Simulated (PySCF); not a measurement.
Cards and structures have been mixed up. Pair them.

Structures:
1. `O=C(Cl)C(F)(F)C(=O)Cl`
2. `Cc1ccccc1`
3. `Cl[C]Cl` [triplet]
4. `NB(N)CO`
5. `C=CP1C=CC(C)C=C1`

Card P (geometry GFN2-xTB):
- Rotational constants A, B, C: 5.609, 2.560, 1.777 GHz
- Static isotropic polarisability (wB97X-D/def2-SVPD): 78.9 au
- Lowest singlet excitation (TDDFT wB97X-D/def2-SVPD): 5.49 eV (226 nm, f = 0.003)
- Lowest triplet excitation (Tamm–Dancoff) (TDA wB97X-D/def2-SVPD): 4.25 eV
- HOMO energy (wB97X-D/def2-SVPD): -8.74 eV
- Strongest line among the 8 lowest singlet transitions (TDDFT wB97X-D/def2-SVPD): S4 at 7.14 eV (174 nm, f = 0.740)
- Dipole moment (wB97X-D/def2-SVPD): 0.39 D

Card Q (geometry PBE0-D3(BJ)/def2-SVP):
- Rotational constants A, B, C: 8.310, 3.574, 2.585 GHz
- Static isotropic polarisability (CAM-B3LYP/def2-SVPD): 49.4 au
- Vertical ionisation energy (ΔSCF CAM-B3LYP/def2-SVPD): 9.48 eV
- Point group: C1
- Lowest singlet excitation (TDDFT CAM-B3LYP/def2-SVPD): 6.12 eV (203 nm, f = 0.000)
- Strongest line among the 10 lowest singlet transitions (TDDFT CAM-B3LYP/def2-SVPD): S9 at 8.22 eV (151 nm, f = 0.118)

Card R (geometry PBE0-D3(BJ)/def2-SVP):
- Rotational constants A, B, C: 3.500, 0.841, 0.757 GHz
- Static isotropic polarisability (PBE0/def2-SVPD): 124.0 au
- Strongest line among the 10 lowest singlet transitions (TDDFT PBE0/def2-SVPD): S5 at 6.15 eV (202 nm, f = 0.531)
- Point group: Cs
- Isotropic shieldings of nuclei other than C and H, by class (GIAO B3LYP/pcSseg-1): 360 (1 P) ppm
- Lowest triplet excitation (Tamm–Dancoff) (TDA PBE0/def2-SVPD): 3.63 eV
- Dipole moment (PBE0/def2-SVPD): 1.36 D

Card S (geometry PBE0-D3(BJ)/def2-SVP):
* Rotational constants A, B, C: 91.596, 3.180, 3.073 GHz
* Largest isotropic hyperfine couplings (means over sets of like nuclei) (unrestricted B3LYP/IGLO-III, mean-field spin–orbit): 13C +443.8, 35Cl +22.2 (×2) MHz
* Isotropic g value (unrestricted B3LYP/IGLO-III, mean-field spin–orbit): 2.00511
* Dipole moment (PBE0-D3(BJ)/def2-SVP): 0.45 D

Card T (geometry GFN2-xTB):
- Rotational constants A, B, C: 1.752, 0.871, 0.838 GHz
- Static isotropic polarisability (wB97X-D/def2-SVPD): 69.3 au
- Point group: C2
- HOMO energy (wB97X-D/def2-SVPD): -11.28 eV
- Dipole moment (wB97X-D/def2-SVPD): 0.17 D

Species are written as SMILES; each is one conformer at its optimised geometry, gas phase, non-relativistic unless stated. Electronic properties by PySCF. Hyperfine couplings of like nuclei are means over topologically equivalent atoms, whose single values can differ widely in one geometry; on GFN2-xTB geometries they can lie far from the values at a DFT minimum. NMR classes are plain means over equivalent atoms (diastereotopic ones count apart unless rotation or inversion swaps them), as if these changed places fast.

Q: Which card belongs to which structure?

A: P = 2, Q = 4, R = 5, S = 3, T = 1. What ties each card to its structure:
- 1 (card T), C3Cl2F2O2, monoisotopic mass 175.9 u, 9 heavy atoms: point group C2; an asymmetric top with C = 0.838 GHz; polarisability 69.3 au for 86 electrons; dipole 0.17 D.
- 2 (card P), C7H8, monoisotopic mass 92.1 u, 7 heavy atoms: an asymmetric top with C = 1.777 GHz; polarisability 78.9 au for 50 electrons; dipole 0.39 D.
- 3 (card S), CCl2, monoisotopic mass 81.9 u, 3 heavy atoms: an asymmetric top with C = 3.073 GHz, the highest such constant on the cards; dipole 0.45 D; an open shell with its largest isotropic coupling to 13C.
- 4 (card Q), CH7BN2O, monoisotopic mass 74.1 u, 5 heavy atoms: point group C1; an asymmetric top with C = 2.585 GHz; polarisability 49.4 au for 40 electrons.
- 5 (card R), C8H11P, monoisotopic mass 138.1 u, 9 heavy atoms: point group Cs; an asymmetric top with C = 0.757 GHz, the lowest such constant on the cards; polarisability 124.0 au for 74 electrons; dipole 1.36 D.
